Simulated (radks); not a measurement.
Results of a calculation; reference values are marked as such.
Q: Sn4+, configuration [Ar] 3d10 4s2 4p5 4d10 5d1 (not the ground configuration). Code: a radial shooting solver on a logarithmic mesh with Libxc functionals. Model: Dirac Kohn-Sham, PBEsol, spin-unpolarised, spherical densities, finite nucleus; open shells fill j = l - 1/2 first; Fermi nuclear charge, rms radius 4.6519 fm. Some entries of the table are withheld. Estimate them.

| orbital | occ. | eigenvalue (eV) | r(max) (bohr) |
|---|---|---|---|
| 1s1/2 | 2 | (1) | 0.01878 |
| 2s1/2 | 2 | -4430.331 | 0.1063 |
| 2p1/2 | 2 | -4143.014 | 0.08180 |
| 2p3/2 | 4 | -3912.496 | 0.08632 |
| 3s1/2 | 2 | (2) | 0.3079 |
| 3p1/2 | 2 | -783.1167 | 0.2941 |
| 3p3/2 | 4 | -741.0062 | 0.3044 |
| 3d3/2 | 4 | -534.2158 | 0.2492 |
| 3d5/2 | 6 | -525.5183 | 0.2522 |
| 4s1/2 | 2 | -187.5223 | (3) |
| 4p1/2 | 2 | (4) | (5) |
| 4p3/2 | 3 | (6) | (7) |
| 4d3/2 | 4 | -78.2183 | 0.8672 |
| 4d5/2 | 6 | -77.0608 | 0.8760 |
| 5s1/2 | 0 | -51.1212 | (8) |
| 5p1/2 | 0 | -41.1686 | 1.990 |
| 5p3/2 | 0 | -39.9914 | 2.051 |
| 5d3/2 | 1 | -26.2910 | 2.708 |
| 5d5/2 | 0 | -26.1407 | 2.728 |

A: 
(1) 1s1/2 eigenvalue (eV): -29036.66
(2) 3s1/2 eigenvalue (eV): -899.9394
(3) 4s1/2 r(max) (bohr): 0.7435
(4) 4p1/2 eigenvalue (eV): -148.3148
(5) 4p1/2 r(max) (bohr): 0.7682
(6) 4p3/2 eigenvalue (eV): -140.5081
(7) 4p3/2 r(max) (bohr): 0.7924
(8) 5s1/2 r(max) (bohr): 1.788
